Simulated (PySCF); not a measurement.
Fill in the blanks.

Compound: C6H10S.
SMILES with atom numbers: `[SH:1][C@H:2]1[C@@H:3]2[CH2:4][CH2:5][C@H:6]1[CH2:7]2` (hydrogens: H8 on S1; H9 on C2; H10 on C3; H11, H12 on C4; H13, H14 on C5; H15 on C6; H16, H17 on C7)

```tsv
property	level	value
rotational constants A, B, C of the GFN2-xTB geometry	GFN2-xTB	?
dipole moment	PBE0/def2-SVPD	?
HOMO energy	PBE0/def2-SVPD	-6.71 eV
LUMO energy	PBE0/def2-SVPD	?
lowest singlet excitation	TDDFT PBE0/def2-SVPD	5.53 eV (224 nm, f = 0.005)
strongest line among the 6 lowest singlet transitions	TDDFT PBE0/def2-SVPD	?
lowest triplet excitation (Tamm–Dancoff)	TDA PBE0/def2-SVPD	?
static isotropic polarisability	PBE0/def2-SVPD	85.2 au
electronic spatial extent ⟨r²⟩ about the centre of nuclear charge	PBE0/def2-SVPD	885 bohr²
13C chemical shifts (computed TMS as zero) by class	GIAO PBE0/pcSseg-1	53.8 (C2), 46.9 (C3/C6), 38.0 (C7), 29.2 (C4/C5) ppm
1H chemical shifts (computed TMS as zero) by class	GIAO PBE0/pcSseg-1	2.98 (H17), 2.78 (H9), 2.07 (H10/H15), 1.73 (H11/H13), 1.67 (H12/H14), 1.62 (H8), 0.90 (H16) ppm
isotropic shieldings of nuclei other than C and H, by class	GIAO PBE0/pcSseg-1	594 (S1) ppm
```

Gas-phase values; electronic properties from PySCF, density fitting. One conformer (not necessarily the lowest) at the GFN2-xTB geometry, without solvent or vibrations. NMR classes are plain means over equivalent atoms (diastereotopic ones count apart unless rotation or inversion swaps them), as if these changed places fast; in this geometry the members of some classes differ.

(1) The dipole moment?

(2) Give the lowest triplet excitation (Tamm–Dancoff).

(3) Give the rotational constants A, B, C of the GFN2-xTB geometry.

(4) Give the LUMO energy.

(5) Give the strongest line among the 6 lowest singlet transitions.

## Answers

(1) 1.76 D.

(2) 5.10 eV.

(3) 4.946, 1.597, 1.563 GHz.

(4) 0.35 eV.

(5) S2 at 6.15 eV (202 nm, f = 0.029).

The 6 singlets span 5.53 to 7.54 eV, and their oscillator strengths add up to 0.07. The polarisability is 12.62 Å³ as a volume (1 au = 0.148185 Å³), or 1.37 au for each of the 62 electrons. No computed singlet falls in the visible range (750 to 380 nm, 1.65 to 3.26 eV); S1 lies 2.27 eV above its blue end. The principal polarisabilities are 77.4, 77.9 and 100.3 au; their mean is the isotropic value.
